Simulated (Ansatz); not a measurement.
`CO[Si](C)(N)Br` + `BBC` → `C[SiH](N)Br` + `CBBOC`  (redistribution)

Computed with Ansatz on PBE0-D4/def2-TZVP structures; ΔE is electronic, products minus reactants. CCSD(T)/CBS is the MP2 limit (def2-TZVPP, def2-QZVPP) plus CCSD(T) − MP2 in def2-TZVPP, frozen cores. Functionals use def2-TZVPP. For Br outer-core shells are correlated without core-valence functions, which leaves a few kJ/mol of doubt a bond. Scalar relativity is left out up to krypton. One conformer a species, not always the lowest.

(1) Is it downhill or uphill in electronic energy at CCSD(T)/CBS, and by how much? (Estimate.)

(2) What do these levels give: PBE-D4, r2SCAN-D4, ωB97M-V, B2PLYP, r2SCAN, PBE0, HF/def2-TZVPP, MP2/def2-TZVPP, CCSD/def2-TZVPP, CCSD(T)/def2-TZVPP, HF/def2-QZVPP, HF/CBS(def2)? (Best estimate.)

Largest T1 diagnostic among the species: 0.013.

Results:

(1) Ansatz gave: Downhill: ΔE = -14.9 kJ/mol.

(2) The calculation gave: PBE-D4 -25.5, r2SCAN-D4 -14.6, ωB97M-V -14.0, B2PLYP -18.9, r2SCAN -15.7, PBE0 -23.5, HF/def2-TZVPP -8.8, MP2/def2-TZVPP -14.6, CCSD/def2-TZVPP -15.5, CCSD(T)/def2-TZVPP -17.7, HF/def2-QZVPP -8.5, HF/CBS(def2) -8.4 kJ/mol.

The D4 term adds +6.8 kJ/mol with B3LYP and +3.7 kJ/mol with PBE0; it sums over pairs of atoms, weighted by their polarisabilities, and B3LYP, whose exchange is more repulsive, gets the larger term. From PBE to PBE0 (25 % exact exchange), in def2-TZVPP and without D4, ΔE moves by +6.1 kJ/mol. In def2-TZVPP, CCSD(T) changes the Hartree–Fock value by −8.9 kJ/mol (the triples alone add −2.2 kJ/mol) and MP2 by −5.8 kJ/mol.

B3LYP here is the variant with VWN-RPA as its local correlation; programs differ in this.
